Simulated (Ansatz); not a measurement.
Two structures of Si2NH9O, singlet, reached by relaxing down either side of one saddle point (PBE0-D4/def2-TZVP). Energies are electronic, without zero-point energy. Ansatz 0.2.0; basis: def2-TZVPP and def2-QZVPP; cores frozen in the correlated methods. Extrapolation: Hartree–Fock as exp(−7.88 √X), correlation as X^−2.97. First:

```tsv
atom	x (Å)	y (Å)	z (Å)
Si1	-0.4997	0.8040	1.0397
H2	0.6574	0.0351	1.5687
H3	-0.3335	1.0982	-0.4064
H4	-1.7248	-0.0274	1.2135
N5	-0.5095	2.3204	1.8605
H6	0.4417	-2.3245	0.0934
O7	-0.0543	-1.8523	-0.5766
Si8	0.7308	-1.4563	-1.9742
H9	-1.1044	3.0605	1.5234
H10	-0.4573	2.3419	2.8665
H11	1.2186	-2.6744	-2.6781
H12	1.8992	-0.5721	-1.7166
H13	-0.2645	-0.7530	-2.8139
```

Second:

```tsv
atom	x (Å)	y (Å)	z (Å)
Si1	-1.1686	0.7340	0.1946
H2	0.5325	-1.8880	2.4201
H3	-1.7694	1.7426	-0.7127
H4	-2.1691	0.0697	1.0586
N5	-0.0593	1.5707	1.1791
H6	0.4032	-1.7835	1.6920
O7	-0.5317	-0.4683	-0.7271
Si8	0.7007	-0.7942	-1.7486
H9	0.4649	2.3601	0.8427
H10	0.3566	1.1601	1.9980
H11	1.8881	-1.2635	-0.9867
H12	1.0809	0.4196	-2.5223
H13	0.2709	-1.8593	-2.6875
```

**Question.** Which bonds change from the first to the second?

**Answer.** SiNH₅ ([NH2][SiH3]) + SiH₄O ([OH][SiH3]) → Si₂NH₇O ([NH2][SiH2][O][SiH3]) + H₂; bonds formed: Si1–O7, H2–H6; bonds broken: Si1–H2, H6–O7.

**Question.** Give the saddle point's structure and its height above each. (An estimate is asked for; the value comes from the calculation.)

**Answer.** By the calculation: 1.373 eV above the first and 2.474 eV above the second (CCSD(T) at an estimated basis limit (MP2 extrapolated from triple and quadruple zeta, plus CCSD(T) − MP2 in triple zeta)).
```csv
atom,x (Å),y (Å),z (Å)
Si1,-0.8725,0.3224,0.7111
H2,-0.0397,-0.7262,1.7860
H3,-1.2940,0.9996,-0.5737
H4,-2.1746,-0.1533,1.2500
N5,0.0323,1.6178,1.3545
H6,0.2475,-1.2324,0.7340
O7,-0.0727,-1.0423,-0.2907
Si8,0.7581,-0.9793,-1.7498
H9,-0.0532,2.5486,0.9823
H10,0.5007,1.5763,2.2430
H11,1.7076,-2.1162,-1.7422
H12,1.4840,0.3065,-1.8574
H13,-0.2236,-1.1215,-2.8470
```

The T1 diagnostic stays at or below 0.012.

Labels in which every atom is bracketed show which atoms are joined, not bond orders.

For scale, one of the runs: CCSD(T)/def2-TZVPP, 272 basis functions, launched by `ansatz run in.yaml --threads 8 --pin off --events-out ev --progress --plain --max-ram 19148MiB`. The run took 59 s on 8 CPU threads of an Intel Xeon Platinum 8259CL (shared host), with 6.9 GiB of host memory at its peak.
